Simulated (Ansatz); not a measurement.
Isomers of Ba4Te3⁺ (doublet), relaxed with PBE0-D4/def2-SVP; total energies from Ansatz at PBE0-D4/def2-TZVP.

| isomer | description | energy (Eh) |
| --- | --- | --- |
| A | point group C3v; 9 × Ba–Te 3.24 to 3.33 Å | -906.36791 |
| B | point group not assigned; 10 × Ba–Te 3.17 to 3.66 Å | -906.35366 |

In the def2 sets Ba, Te take a core potential; there is no spin–orbit coupling.

The isomers come from a short search, and lower ones may exist.

Task: Work out the relative energies (1 Eh = 2625.5 kJ/mol) and the Boltzmann populations at 800 K from electronic energies alone (R = 8.314 J/mol/K).

Result: ΔE: A 0.0, B 37.4 kJ/mol. RT = 6.65 kJ/mol. Factors exp(−ΔE/RT): A 1, B 0.00361; sum 1.004. Populations: A 99.6 %, B 0.4 %. Zero-point energy, vibrational entropy and symmetry numbers are left out and can shift these; an error of 4 kJ/mol changes a ratio by a factor of 1.8. Over the other density-functional and correlated levels in def2 sets, the gap between A and B ranges from 28 to 37 kJ/mol.
